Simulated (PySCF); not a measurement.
Isomers of CH3BO. Gas-phase values, no solvent. One relaxed conformer stands for each flexible species; it need not be the lowest. Strings in code marks are SMILES.

All values below come from PySCF 2.14.0 with B3LYP-D3(BJ)/def2-TZVP. B3LYP has the VWN-RPA correlation part, as in Gaussian. Excitations are Tamm–Dancoff values on a coarser integration grid. The basis has no diffuse functions, so Rydberg states are missing or too high.

```json
[
 {"species": "`[H]/B=C/O` (B–C–O–H torsion 0°)", "HOMO (eV)": "-5.68", "S1 oscillator strength": "0.000", "brightest of the four lowest singlets (TDA) (eV)": "6.22", "S1 excitation (TDA) (eV)": "1.87"},
 {"species": "`BC=O` (H–B–C–O torsion 86°)", "HOMO (eV)": "-7.33", "S1 oscillator strength": "0.001", "brightest of the four lowest singlets (TDA) (eV)": "7.56", "S1 excitation (TDA) (eV)": "3.89"},
 {"species": "`B1CO1`", "HOMO (eV)": "-8.10", "S1 oscillator strength": "0.003", "brightest of the four lowest singlets (TDA) (eV)": "8.24", "S1 excitation (TDA) (eV)": "5.92"},
 {"species": "`CB=O`", "HOMO (eV)": "-9.46", "S1 oscillator strength": "0.000", "brightest of the four lowest singlets (TDA) (eV)": "–", "S1 excitation (TDA) (eV)": "8.23"}
]
```
